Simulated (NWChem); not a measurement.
System: C3H5BN2; SMILES B1(N=CN=C1)C

Input file for NWChem:

```
start job
memory heap 200 mb stack 900 mb global 1100 mb
geometry units angstroms noautoz
  C      0.079039    -2.246595    -0.039879
  B     -0.003794    -0.702699    -0.043583
  C      1.178033     0.419828     0.069569
  N      0.633844     1.579132     0.058489
  C     -0.801618     1.310282    -0.040364
  N     -1.231996     0.111641    -0.095550
  H      0.072777    -2.540821     1.030341
  H     -0.796413    -2.727139    -0.499298
  H      1.012290    -2.650158    -0.459632
  H      2.271403     0.340608     0.139800
  H     -1.450079     2.199164    -0.059911
end
basis spherical
  C library 6-31g*
  B library 6-31g*
  N library 6-31g*
  H library 6-31g*
end
dft
  xc pw6b95
  iterations 150
  mulliken
end
task dft energy
```

Output (shortened):

```
             Northwest Computational Chemistry Package (NWChem) 7.3.0
             --------------------------------------------------------

 C1  symmetry detected

                             Geometry "geometry" -> ""
                             -------------------------

 Output coordinates in angstroms (scale by  1.889725989 to convert to a.u.)

  No.       Tag          Charge          X              Y              Z
 ---- ---------------- ---------- -------------- -------------- --------------
    1 C                    6.0000     0.09623918    -2.24275201    -0.00334000
    2 B                    5.0000     0.00593492    -0.69941232    -0.02425969
    3 C                    6.0000     1.18725490     0.42918658    -0.00601380
    4 N                    7.0000     0.63796583     1.58610906     0.00186666
    5 C                    6.0000    -0.79958418     1.31033142     0.00210473
    6 N                    7.0000    -1.22691083     0.10936419    -0.00687399
    7 H                    1.0000     0.16209588    -2.52092549     1.06916241
    8 H                    1.0000    -0.80533162    -2.73346559    -0.39675432
    9 H                    1.0000     1.00165104    -2.64899675    -0.47790051
   10 H                    1.0000     2.28324360     0.35520133    -0.00707153
   11 H                    1.0000    -1.45217797     2.19633940     0.01240818

 Effective nuclear repulsion energy (a.u.)     194.9284035869

                                 NWChem DFT Module
                                 -----------------

 Summary of "ao basis" -> "ao basis" (spherical)
 ------------------------------------------------------------------------------
       Tag                 Description            Shells   Functions and Types
 ---------------- ------------------------------  ------  ---------------------
 C                           6-31g*                  6       14   3s2p1d
 B                           6-31g*                  6       14   3s2p1d
 N                           6-31g*                  6       14   3s2p1d
 H                           6-31g*                  2        2   2s

            General Information
            -------------------
          SCF calculation type: DFT
          Wavefunction type:  closed shell.
          No. of atoms     :    11
          No. of electrons :    42
           Alpha electrons :    21
            Beta electrons :    21
          Charge           :     0
          Spin multiplicity:     1
          Use of symmetry is: off; symmetry adaption is: off
          Maximum number of iterations: 150
          AO basis - number of functions:    94
                     number of shells:    46
          Convergence on energy requested:  1.00D-06
          Convergence on density requested:  1.00D-05
          Convergence on gradient requested:  5.00D-04

              XC Information
              --------------
                       PW6B95 Method XC Functional
                     Hartree-Fock (Exact) Exchange  0.280
                    PW6B95 GGA Exchange Functional  0.720
                      PW6B95 Correlation Potential  1.000

             Grid Information
             ----------------
          Grid used for XC integration:  medium
          Radial quadrature: Mura-Knowles
          Angular quadrature: Lebedev.
          Tag              B.-S. Rad. Rad. Pts. Rad. Cut. Ang. Pts.
          ---              ---------- --------- --------- ---------
          C                   0.70       49          11.0       434
          B                   0.85       49           9.0       434
          N                   0.65       49          11.0       434
          H                   0.35       45          12.0       434
          Grid pruning is: on
          Number of quadrature shells:   519
          Spatial weights used:  Erf1

      Superposition of Atomic Density Guess
      -------------------------------------

 Sum of atomic energies:        -248.58549013

      Non-variational initial energy
      ------------------------------

 Total energy =    -252.017212
 1-e energy   =    -720.811383
 2-e energy   =     273.865767
 HOMO         =      -0.280611
 LUMO         =      -0.108556

     ---------------------------------------------
      Total Density - Mulliken Population Analysis
     ---------------------------------------------

    Atom       Charge   Shell Charges
 -----------   ------   -------------------------------------------------------
    1 C    6     6.93   2.00  0.73  2.13  0.68  1.38  0.02
    2 B    5     4.31   2.00  0.62  1.09  0.35  0.18  0.07
    3 C    6     5.92   2.00  0.74  1.71  0.61  0.81  0.05
    4 N    7     7.63   2.00  0.86  2.42  0.88  1.44  0.03
    5 C    6     5.47   2.00  0.72  1.55  0.48  0.65  0.07
    6 N    7     7.88   2.00  0.86  2.60  0.86  1.53  0.03
    7 H    1     0.73   0.44  0.30
    8 H    1     0.75   0.45  0.30
    9 H    1     0.75   0.45  0.29
   10 H    1     0.81   0.47  0.34
   11 H    1     0.82   0.47  0.34

   convergence    iter        energy       DeltaE   RMS-Dens  Diis-err
 ---------------- ----- ----------------- --------- --------- ---------
 d= 0,ls=0.0,diis     1   -251.8508552315 -4.47D+02  1.43D-02  8.29D-01
 d= 0,ls=0.0,diis     2   -251.7493361147  1.02D-01  9.15D-03  1.89D+00
 d= 0,ls=0.0,diis     3   -251.9622999303 -2.13D-01  1.77D-03  3.44D-02
 d= 0,ls=0.0,diis     4   -251.9654946320 -3.19D-03  7.85D-04  8.70D-03
 d= 0,ls=0.0,diis     5   -251.9663847312 -8.90D-04  2.55D-04  1.61D-03
  Resetting Diis
 d= 0,ls=0.0,diis     6   -251.9665557362 -1.71D-04  7.01D-05  5.77D-05
 d= 0,ls=0.0,diis     7   -251.9665629349 -7.20D-06  4.72D-05  7.11D-06
 d= 0,ls=0.0,diis     8   -251.9665618497  1.09D-06  2.74D-05  1.56D-05
 d= 0,ls=0.0,diis     9   -251.9665638570 -2.01D-06  3.54D-06  4.39D-07
 d= 0,ls=0.0,diis    10   -251.9665639026 -4.56D-08  1.50D-06  1.33D-08

         Total DFT energy =     -251.966563902630
      One electron energy =     -725.013146824079
           Coulomb energy =      314.492191066428
    Exchange-Corr. energy =      -36.374011731895
 Nuclear repulsion energy =      194.928403586917

 Numeric. integr. density =       42.000004215152

                       DFT Final Molecular Orbital Analysis
                       ------------------------------------

 Vector   19  Occ=2.000000D+00  E=-3.059618D-01
              MO Center= -1.1D-01,  6.8D-01, -3.6D-03, r^2= 2.3D+00
   Bfn.  Coefficient  Atom+Function         Bfn.  Coefficient  Atom+Function
  ----- ------------  ---------------      ----- ------------  ---------------
    75      0.378328   6 N  pz               47     -0.324479   4 N  pz
    33     -0.293238   3 C  pz               79      0.269882   6 N  pz
    51     -0.228133   4 N  pz               61      0.212448   5 C  pz
    37     -0.205715   3 C  pz               65      0.129714   5 C  pz
    19      0.059218   2 B  pz               23      0.041111   2 B  pz

 Vector   20  Occ=2.000000D+00  E=-2.896539D-01
              MO Center= -2.1D-01,  2.9D-01, -1.1D-02, r^2= 3.1D+00
   Bfn.  Coefficient  Atom+Function         Bfn.  Coefficient  Atom+Function
  ----- ------------  ---------------      ----- ------------  ---------------
    73      0.365457   6 N  px               48     -0.288768   4 N  s
    32      0.265157   3 C  py               77      0.255307   6 N  px
    17     -0.241950   2 B  px               46     -0.233562   4 N  py
    76     -0.207147   6 N  s                31      0.159843   3 C  px
    50     -0.150181   4 N  py               34     -0.140246   3 C  s

 Vector   21  Occ=2.000000D+00  E=-2.731375D-01
              MO Center= -1.3D-01,  9.1D-01, -2.8D-03, r^2= 2.8D+00
   Bfn.  Coefficient  Atom+Function         Bfn.  Coefficient  Atom+Function
  ----- ------------  ---------------      ----- ------------  ---------------
    46      0.348649   4 N  py               73      0.349867   6 N  px
    45      0.276539   4 N  px               50      0.270989   4 N  py
    77      0.245326   6 N  px               49      0.197588   4 N  px
    59     -0.174042   5 C  px               18      0.168023   2 B  py
    20      0.124266   2 B  s                16      0.113146   2 B  s

 Vector   22  Occ=0.000000D+00  E=-1.104281D-01
              MO Center=  1.0D-01,  2.6D-01,  4.4D-04, r^2= 2.9D+00
   Bfn.  Coefficient  Atom+Function         Bfn.  Coefficient  Atom+Function
  ----- ------------  ---------------      ----- ------------  ---------------
    19      0.332852   2 B  pz               61     -0.313060   5 C  pz
    23      0.305507   2 B  pz               65     -0.289095   5 C  pz
    33      0.268681   3 C  pz               37      0.262005   3 C  pz
    47     -0.217535   4 N  pz               51     -0.211181   4 N  pz
    86     -0.132970   7 H  s                75      0.131614   6 N  pz

 Vector   23  Occ=0.000000D+00  E= 5.832156D-02
              MO Center=  8.5D-03,  9.4D-01, -5.1D-03, r^2= 2.6D+00
   Bfn.  Coefficient  Atom+Function         Bfn.  Coefficient  Atom+Function
  ----- ------------  ---------------      ----- ------------  ---------------
    51      0.526178   4 N  pz               65     -0.513075   5 C  pz
    37     -0.435923   3 C  pz               47      0.414865   4 N  pz
    61     -0.391702   5 C  pz               79      0.355289   6 N  pz
    33     -0.273309   3 C  pz               75      0.265443   6 N  pz
    90      0.149976   9 H  s                 7     -0.121975   1 C  px

[...]
```

Level: PW6B95/6-31G* (spherical d). The geometry was optimised at PBE0/def2-SVP.
